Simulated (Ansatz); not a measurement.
Reaction (redistribution): `[AlH2][CH2][GaH2]` + `C=CN([SiH3])C=O` → `O=C[N]([AlH2])[SiH3]` + `C=C[CH2][GaH2]`

Program: Ansatz. Geometries: PBE0-D4/def2-TZVP. ΔE: electronic, gas phase. CCSD(T)/CBS adds triple-zeta CCSD(T) − MP2 to the extrapolated MP2 energy (def2 sets, frozen cores). Functionals use def2-TZVPP. For Ga outer-core shells are correlated without core-valence functions, which leaves a few kJ/mol of doubt a bond. Scalar relativity is left out up to krypton. Each species was taken in one conformer, which may not be the lowest.

```
               species  B2PLYP energy (Eh)
   `[AlH2][CH2][GaH2]`         -2208.46315
     `C=CN([SiH3])C=O`          -537.78896
`O=C[N]([AlH2])[SiH3]`          -703.38153
      `C=C[CH2][GaH2]`         -2042.90354
```

**Question.** Work out ΔE.

**Answer.** ΔE = (-703.38153) + (-2042.90354) − (-2208.46315) − (-537.78896) = -0.03296 Eh = -86.5 kJ/mol. CCSD(T)/CBS gives -92.8 kJ/mol.

Largest T1 diagnostic among the species: 0.015.

In def2-TZVPP, CCSD(T) changes the Hartree–Fock value by −15.8 kJ/mol (the triples alone add −2.7 kJ/mol) and MP2 by −22.2 kJ/mol.
